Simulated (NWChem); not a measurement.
System meant: HfNH2SF; SMILES [NH2][Hf]([F])=[S]

The following NWChem deck was run.

```
start job
memory heap 200 mb stack 900 mb global 1100 mb
geometry units angstroms noautoz
  Hf    -0.065907     0.171290     0.380655
  S      0.629669    -1.876028    -0.160196
  F     -1.774558     0.678270    -0.349542
  N      1.413839     1.454209    -0.094368
  H      1.283101     2.440801    -0.316655
  H      2.350049     1.182317    -0.388665
end
basis spherical
  Hf library def2-svp
  S library def2-svp
  F library def2-svp
  N library def2-svp
  H library def2-svp
end
dft
  xc b3lyp
  iterations 150
  mulliken
end
task dft energy
```

End of the output:

```
          Convergence Information
          -----------------------
          Convergence aids based upon iterative change in
          total energy or number of iterations.
          Levelshifting, if invoked, occurs when the
          HOMO/LUMO gap drops below (HL_TOL):  1.00D-02
          DIIS, if invoked, will attempt to extrapolate
          using up to (NFOCK): 10 stored Fock matrices.

                    Damping( 0%)  Levelshifting(0.5)       DIIS
                  --------------- ------------------- ---------------
          dE  on:    start            ASAP                start
          dE off:    2 iters        150 iters           150 iters

      Screening Tolerance Information
      -------------------------------
          Density screening/tol_rho:  1.00D-10
          AO Gaussian exp screening on grid/accAOfunc:  14
          CD Gaussian exp screening on grid/accCDfunc:  20
          XC Gaussian exp screening on grid/accXCfunc:  20
          Schwarz screening/accCoul:  1.00D-08

      Superposition of Atomic Density Guess
      -------------------------------------

      charge =      72.0 Hf (Hafnium)

      symmetry species            s     p     d     f
      number of basis functions = 7     6     5     1
      number of cont. functions = 6     3     2     1
      number of closed shells   = 6     4     2     1
      number of open shells     = 0     0     1     0
      open shell occupation     = 0     0     2     0
 ------------------------------------------------------------------------
 atomscf:atomd: error in atom scf                   0
 ------------------------------------------------------------------------
 ------------------------------------------------------------------------
  current input line :
    23: task dft energy
 ------------------------------------------------------------------------
 ------------------------------------------------------------------------
 This error has not yet been assigned to a category
 ------------------------------------------------------------------------
 For more information see the NWChem manual at https://nwchemgit.github.io

0:atomscf:atomd: error in atom scf:Received an Error in Communication
```

What is wrong, and how is it mended?

The run crashed. Cause: the def2 basis of a heavy element holds valence functions alone and wants its effective core potential (without it all electrons must fit into that basis). This input runs:
```
start job
memory heap 200 mb stack 900 mb global 1100 mb
geometry units angstroms noautoz
  Hf    -0.065907     0.171290     0.380655
  S      0.629669    -1.876028    -0.160196
  F     -1.774558     0.678270    -0.349542
  N      1.413839     1.454209    -0.094368
  H      1.283101     2.440801    -0.316655
  H      2.350049     1.182317    -0.388665
end
basis spherical
  * library def2-svp
end
ecp
  Hf library def2-ecp
end
dft
  xc b3lyp
  iterations 150
  mulliken
end
task dft energy
```
It converges to -601.94139 Ha (B3LYP/def2-SVP with def2 effective core potentials on Hf).
